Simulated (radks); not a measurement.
Spherical quantum dot in the effective-mass picture: electrons in a parabolic well V = omega^2 r^2 / 2 with omega = 4.21, all in effective atomic units (hartree* = m*/eps^2 hartree, bohr* = eps/m* bohr), one dielectric constant everywhere. Method: non-relativistic Kohn-Sham, PBEsol, spin-polarised, spherical densities; computed with a radial shooting solver with Libxc functionals. Levels are named by radial order and angular momentum (1s, 1p, 1d, 2s, ...), and open shells are averaged over m. Results are scaled to m* = 0.033 and eps = 11, for which hartree* = 7.421 meV and bohr* = 17.64 nm.

N = 2, configuration 1s2. This is the lowest configuration that the search found. Occupied and some empty levels:

| level | occupation | eigenvalue (meV) | <r> (nm) |
|---|---|---|---|
| 1s | 2 | 63.028 | 10.05 |
| 1p | 0 | 92.246 | 13.23 |
| 1d | 0 | 122.16 | 15.78 |
| 2s | 0 | 123.24 | 14.75 |

Energy (meV): total 106.008, kinetic 43.855, external 50.105, Hartree 23.439, exchange-correlation -11.392.
